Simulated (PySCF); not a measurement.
Does the answer move with the share of exact exchange?

Species: C3H7FSi.
SMILES: `FC1([SiH3])CC1`

PySCF, pcSseg-2 basis, density fitting, gas phase, PBE0-D3(BJ)/def2-SVP geometry. One functional is left out:

```json
{"functional": "B97-D", "exact exchange (%)": "0", "HOMO energy (eV)": "-6.79", "LUMO energy (eV)": "-0.29", "dipole moment (D)": "1.520"}
{"functional": "BLYP", "exact exchange (%)": "0", "HOMO energy (eV)": "-6.70", "LUMO energy (eV)": "-0.34", "dipole moment (D)": "1.532"}
{"functional": "BP86", "exact exchange (%)": "0", "HOMO energy (eV)": "-6.90", "LUMO energy (eV)": "-0.42", "dipole moment (D)": "1.520"}
{"functional": "LDA", "exact exchange (%)": "0", "HOMO energy (eV)": "-6.95", "LUMO energy (eV)": "-0.66", "dipole moment (D)": "1.565"}
{"functional": "OPBE", "exact exchange (%)": "0", "HOMO energy (eV)": "-6.77", "LUMO energy (eV)": "-0.28", "dipole moment (D)": "1.477"}
{"functional": "PBE", "exact exchange (%)": "0", "HOMO energy (eV)": "-6.81", "LUMO energy (eV)": "-0.45", "dipole moment (D)": "1.509"}
{"functional": "B3LYP", "exact exchange (%)": "20", "HOMO energy (eV)": "-7.99", "LUMO energy (eV)": "0.12", "dipole moment (D)": "1.609"}
{"functional": "B97-2", "exact exchange (%)": "21", "HOMO energy (eV)": "-7.94", "LUMO energy (eV)": "0.39", "dipole moment (D)": "1.588"}
{"functional": "mPW1PW91", "exact exchange (%)": "25", "HOMO energy (eV)": "-8.23", "LUMO energy (eV)": "0.36", "dipole moment (D)": "1.603"}
{"functional": "BHandHLYP", "exact exchange (%)": "50", "HOMO energy (eV)": "-9.44", "LUMO energy (eV)": "1.06", "dipole moment (D)": "1.704"}
```

Question: Predict the row of PBE0 (25 % exact exchange) by straight lines through the other rows, and check it.

Answer: 
| property | line | computed | computed − line | mPW1PW91 (25 %), for comparison |
| --- | --- | --- | --- | --- |
| HOMO energy (eV) | -8.17 | -8.21 | -0.04 | -8.23 |
| LUMO energy (eV) | 0.35 | 0.36 | +0.01 | 0.36 |
| dipole moment (D) | 1.611 | 1.597 | -0.014 | 1.603 |

Question: Which of these properties follows the share of exact exchange most closely, and which least?

Answer: Most closely the HOMO energy, least the dipole moment; the correlations over the tabulated rows are HOMO energy -0.996, LUMO energy 0.973, dipole moment 0.940. The HOMO energy moves by -0.534 eV for every 10 %. Functionals with the same share still differ in their other parts: at 0 % BLYP and LDA differ by 0.25 eV in it.
